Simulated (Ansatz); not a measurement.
Species: BBr$_{3}$, charge 0, singlet. BBr3 (tribromoborane, SMILES BrB(Br)Br).
B3LYP-D3(BJ)/def2-TZVP minimum from Ansatz (a first-principles code):
```xyz
4

B      0.0000     0.0000     0.0000
Br    -1.5328    -1.1285    -0.1226
Br     0.0146     1.6884    -0.8872
Br     1.5182    -0.5599     1.0098
```

Total energies in hartree (Ansatz). Open shells are spin-unrestricted; no spin-orbit coupling. Cores are frozen in correlated methods (noble-gas shells, and filled d and f shells in the p block). No relativity. For partners of very few electrons the exact lower level stands in for a higher one. Spin-orbit terms, left out, reach several kcal/mol for Br and I, and more for heavier atoms.

```tsv
species	HF/cc-pVTZ	CCSD(T)/cc-pVTZ	HF/cc-pVQZ	CCSD(T)/cc-pVQZ	CCSDT(Q)/cc-pVTZ
1: BBr3 (SMILES BrB(Br)Br)	-7742.18281	-7742.82606	-7742.19282	-7742.89703	-7742.82847
2: B (doublet)	-24.53207	-24.59810	-24.53297	-24.60084	-24.59852
3: Br (doublet)	-2572.44509	-2572.60263	-2572.44802	-2572.62195	-2572.60328
```

### Question
Work out the atomisation energy (electronic, to ground-state atoms) in kJ/mol: take Hartree-Fock from cc-pVQZ, extrapolate the CCSD(T) correlation energy as X^-3 (X = 3, 4), and add CCSDT(Q) - CCSD(T) in cc-pVTZ. 1 hartree = 2625.5 kJ/mol.

### Answer

Species 1: correlation (64·(-0.70421) - 27·(-0.64325))/37 = -0.74869; step -0.00241; E1 = -7742.19282 + (-0.74869) + (-0.00241) = -7742.94392
Species 2: correlation (64·(-0.06787) - 27·(-0.06603))/37 = -0.06921; step -0.00042; E2 = -24.53297 + (-0.06921) + (-0.00042) = -24.60260
Species 3: correlation (64·(-0.17393) - 27·(-0.15754))/37 = -0.18589; step -0.00065; E3 = -2572.44802 + (-0.18589) + (-0.00065) = -2572.63456
-1·E1 +1·E2 +3·E3 = 0.43764 hartree = 1149.0 kJ/mol.
